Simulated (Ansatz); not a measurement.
The pair A = CH4 (SMILES C) (first 5 atoms), B = C2H2 (SMILES C#C); geometry from B3LYP-D3(BJ)/def2-TZVP.
(charge 0, multiplicity 1):
```xyz
9

C      0.0093     0.2116    -0.5070
H      0.1602     0.3076    -1.5811
H      0.9668     0.0228    -0.0233
H     -0.4202     1.1361    -0.1218
H     -0.6693    -0.6188    -0.3136
C      0.1225    -0.3498     4.4140
C     -0.1487    -0.1810     3.2604
H      0.3664    -0.5000     5.4373
H     -0.3884    -0.0313     2.2359
```

Cores are frozen in the correlated methods. MP2 and its Hartree–Fock in aug-cc-pVQZ, aug-cc-pVTZ are density fitted.

Run with Ansatz (Gaussian basis) for Hartree–Fock, density functionals and correlated methods. Each number belongs to the level named beside it.

The counterpoise-corrected interaction energy is E(AB) − E(A in the pair's basis) − E(B in the pair's basis). Total energies (hartree):

| level | AB | A in the pair's basis | B in the pair's basis |
|---|---|---|---|
| HF/aug-cc-pVTZ | -117.0639494 | -40.2135705 | -76.8507188 |
| MP2/aug-cc-pVTZ | -117.5796022 | -40.4145640 | -77.1639296 |
| HF/aug-cc-pVQZ | -117.0709111 | -40.2161939 | -76.8550593 |
| MP2/aug-cc-pVQZ | -117.6139291 | -40.4273474 | -77.1854320 |
| CCSD(T)/aug-cc-pVTZ | -117.6342986 | -40.4410491 | -77.1921545 |

Question: Work out the counterpoise-corrected interaction energy at the basis-set limit: extrapolate the MP2 correlation part as X⁻³, take Hartree–Fock from the larger set, and add the CCSD(T) − MP2 difference of aug-cc-pVTZ.

Answer: 
1. Differences (1 hartree = 627.509 kcal/mol): HF/aug-cc-pVTZ 0.213; MP2/aug-cc-pVTZ -0.696; HF/aug-cc-pVQZ 0.215; MP2/aug-cc-pVQZ -0.721; CCSD(T)/aug-cc-pVTZ -0.687.
2. Correlation parts, MP2 less HF: -0.909 in aug-cc-pVTZ (X = 3), -0.936 in aug-cc-pVQZ (X = 4).
3. Limit (4³·(-0.936) − 3³·(-0.909))/(4³ − 3³) = -0.956; with HF/aug-cc-pVQZ it gives -0.741.
4. CCSD(T) less MP2 in aug-cc-pVTZ: 0.009.
Result: -0.73 kcal/mol, against -0.70 at MP2/aug-cc-pVTZ. It is an estimate of this method's limit, not of the exact value.

Ansatz is a quantum-chemistry and plane-wave program.
